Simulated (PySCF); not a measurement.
# C7H9FO: core ionisation energies

C7H9FO.
Numbering: `[CH2:1]=[CH:2][C@H:3]1[CH2:4][CH2:5][C:6]([F:7])=[CH:8][O:9]1`

Method: delta-SCF UKS SCAN, pcX-2 on the ionised atom, pcseg-1 elsewhere, spin-free X2C in PySCF 2.14.0. Each binding energy is the total energy of the core-ionised species, with the hole localised on one atom, minus that of the ground state; both are solved self-consistently, so orbital relaxation is included.

**Question.** Give the core binding energies atom by atom.

**Answer.** 
```csv
atom(s),bonded to,level,binding energy (eV),above the level's lowest (eV),count
C1,C (double bond) and 2 H,C 1s,290.39,0.00,1
C2,"C (double bond), C and H",C 1s,290.66,+0.27,1
C3,"O, 2 C and H",C 1s,292.42,+2.03,1
C4,2 C and 2 H,C 1s,290.99,+0.60,1
C5,2 C and 2 H,C 1s,291.13,+0.74,1
C6,"F, C (double bond) and C",C 1s,292.05,+1.66,1
F7,C,F 1s,692.63,0.00,1
C8,"O, C (double bond) and H",C 1s,291.61,+1.22,1
O9,2 C,O 1s,538.71,0.00,1
```

The listed C 1s values span 2.03 eV, from C1 (bonded to C (double bond) and 2 H) to C3 (bonded to O, 2 C and H).

**Question.** Which photon energy gives electrons from C 1s of C1 a kinetic energy of 100 eV, and what is their de Broglie wavelength?

**Answer.** hν = 290.39 + 100 = 390.39 eV, recoil neglected; λ = 12.264 Å/√(E/eV) = 1.23 Å.

Isolated species at its PBE0-D3(BJ)/def2-SVP geometry (one conformer only).
